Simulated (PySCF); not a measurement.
Isomers of C4H13FSSi2, one GFN2-xTB conformer each. Single-point energies are computed at PBE0/pcSseg-1 (PySCF, gas phase, no added dispersion term), electronic only.

```
                   SMILES  GFN2-xTB relative energy (kJ/mol)
     CC[Si@H](CF)SC[SiH3]                               98.5
C[SiH2]C[C@@H](CF)[SiH2]S                               54.8
     CC[Si@H](CSC)[SiH2]F                                0.0
    CCS[Si@@H](CF)C[SiH3]                               87.6
```

Conformers: `[CH3:1][CH2:2][Si@H:3]([CH2:4][F:5])[S:6][CH2:7][SiH3:8]` with C1–C2–Si3–C4 58°, C2–Si3–C4–F5 54°, C2–Si3–S6–C7 -60°, Si3–S6–C7–Si8 -177°; `[CH3:1][SiH2:2][CH2:3][C@@H:4]([CH2:5][F:6])[SiH2:7][SH:8]` with C1–Si2–C3–C4 -171°, Si2–C3–C4–C5 170°, C3–C4–C5–F6 -176°, C3–C4–Si7–S8 -43°, C4–Si7–S8–H -173°; `[CH3:1][CH2:2][Si@H:3]([CH2:4][S:5][CH3:6])[SiH2:7][F:8]` with C1–C2–Si3–C4 -177°, C2–Si3–C4–S5 149°, Si3–C4–S5–C6 66°, C2–Si3–Si7–F8 114°; `[CH3:1][CH2:2][S:3][Si@@H:4]([CH2:5][F:6])[CH2:7][SiH3:8]` with C1–C2–S3–Si4 82°, C2–S3–Si4–C5 62°, S3–Si4–C5–F6 166°, S3–Si4–C7–Si8 -62°.

Question: What does PBE0/pcSseg-1 give for the same structures?

Answer: 
| SMILES | PBE0/pcSseg-1 E (Eh) | PBE0/pcSseg-1 (kJ/mol) | GFN2-xTB (kJ/mol) | point group |
| --- | --- | --- | --- | --- |
| CC[Si@H](CSC)[SiH2]F | -1236.58013 | 0.0 | 0.0 | C1 |
| C[SiH2]C[C@@H](CF)[SiH2]S | -1236.55646 | 62.2 | 54.8 | C1 |
| CCS[Si@@H](CF)C[SiH3] | -1236.55071 | 77.2 | 87.6 | C1 |
| CC[Si@H](CF)SC[SiH3] | -1236.54268 | 98.3 | 98.5 | C1 |

Both levels put the same isomer lowest; measured from each level's own lowest isomer, the values differ by up to 10.4 kJ/mol (CCS[Si@@H](CF)C[SiH3]: 87.6 against 77.2). As drawn, the lowest has an Si–F bond and an Si–Si bond, which the highest lacks.

Question: Which frontier levels, dipoles and rotational constants go with these structures?

Answer: 
```csv
SMILES,"HOMO (eV, PBE0/pcSseg-1)",LUMO (eV),dipole (D),"A, B, C (MHz)"
CC[Si@H](CSC)[SiH2]F,-6.13,-0.90,2.11,"1315, 785.7, 541.2"
C[SiH2]C[C@@H](CF)[SiH2]S,-7.31,0.32,1.43,"1325, 685.5, 525.7"
CCS[Si@@H](CF)C[SiH3],-6.90,0.03,1.77,"1498, 680.7, 535.0"
CC[Si@H](CF)SC[SiH3],-6.96,-0.02,1.82,"2182, 509.3, 451.8"
```
